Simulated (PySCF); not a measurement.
## Static response to an electric field

C₄H₂F₂Se.
Structure used (PBE0-D3(BJ)/def2-SVP), in Å, numbered top down from 1:
```xyz
9
C4H2F2Se angstrom
F     -1.0059   -0.9032    1.8138
C     -0.5198   -0.2603    0.7594
C     -1.0570    0.8995    0.2942
Se    -0.1246    1.5055   -1.2005
C      0.9631    0.0008   -0.9911
F      1.9624   -0.2124   -1.8223
C      0.6126   -0.7834    0.0611
H     -1.9132    1.4344    0.6993
H      1.1306   -1.7003    0.3408
```

Level: CAM-B3LYP/def2-SVPD (PySCF), static field, nuclei fixed, core orbitals frozen in the response. The polarisability tensor in these axes (au):

```
x    64.28  -9.34 -10.01
y    -9.34  73.27 -13.97
z   -10.01 -13.97  69.06
```

Problem. Diagonalise the tensor; give its mean and Δα, where Δα² is half the sum of the squared differences of the eigenvalues.

Solution. Principal values 46.51, 74.78 and 85.31 au; mean 68.87 au = 10.21 Å³ = 11.35 × 10⁻⁴⁰ C²·m²/J; Δα = 34.75 au (50 % of the mean).

Problem. What is the dipole moment, and where does it point?

Solution. (-0.35, 0.73, -0.29) D, 0.86 D in size, pointing from the negative to the positive side. Measured along this direction, the outermost atoms are H9 at the negative end and H8 and Se4 at the positive end.

Problem. In a dilute gas of rigid molecules at 350 K, how does the orientational term μ²/3kT compare with the electronic polarisability?

Solution. In Gaussian units μ²/3kT = 5.12 Å³ against 10.21 Å³, a ratio of 0.50; the Debye molar polarisation (4π/3)N_A(α + μ²/3kT) is 38.7 cm³/mol, leaving out the vibrational part.

Problem. Give the eigenvalues of the traceless quadrupole moment Θ = ½Σq(3rr − r²1), origin at the centre of nuclear charge.

Solution. -5.52, -2.14, 7.66 D·Å. The values depend on the origin, since the dipole doesn't vanish. The electronic extent ⟨r²⟩ about the same centre is 982 bohr², a root-mean-square distance of 1.88 Å for the 78 electrons.

Problem. Directions of the eigenvectors, and the extent of the frame along each?

Solution. Largest value along (-0.04, 0.77, -0.64), where the nuclei span 3.74 Å; middle along (0.79, -0.37, -0.49), 4.90 Å; least along (0.61, 0.52, 0.59), 0.01 Å. The strongest response doesn't lie along the longest of the three spans.

Problem. What would n − 1 = 2πNα be for an ideal gas of these molecules at 298.15 K and 1 atm, electronic part alone?

Solution. N = p/kT = 2.4615 × 10¹⁹ cm⁻³, so n − 1 = 2π × N × 10.21 × 10⁻²⁴ cm³ = 1578 × 10⁻⁶ at long wavelengths, for an ideal gas.

Geometry: PBE0-D3(BJ)/def2-SVP; no solvent, vibrations or thermal averaging. The calculation is non-relativistic, for selenium too.
